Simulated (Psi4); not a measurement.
Noncovalent pair: HCl (SMILES Cl) (first 2 atoms) with CH4O (SMILES CO); geometry from B3LYP-D3(BJ)/def2-TZVP, rigid monomers moved along the line of their centres of mass till H2···O4 is 3.17 Å.
(charge 0, multiplicity 1):
```xyz
8

Cl     0.66262    -0.26536     0.25138
H     -0.00026    -0.38572     1.37780
C     -0.24417     0.19517     5.27889
O     -1.17295    -0.33516     4.32711
H      0.02506     1.22816     5.04487
H      0.64820    -0.42366     5.21755
H     -0.64761     0.13918     6.29243
H     -1.97794     0.19407     4.33774
```

The numbers are results of SAPT0/jun-cc-pV(D+d)Z in Psi4, not measurements.

Q: Give the four SAPT terms and the total, and say what mostly holds the pair together.

A: electrostatics -8.2, exchange 0.5, induction -0.6, dispersion -0.9, total -9.2 kJ/mol; the largest attraction is electrostatics.
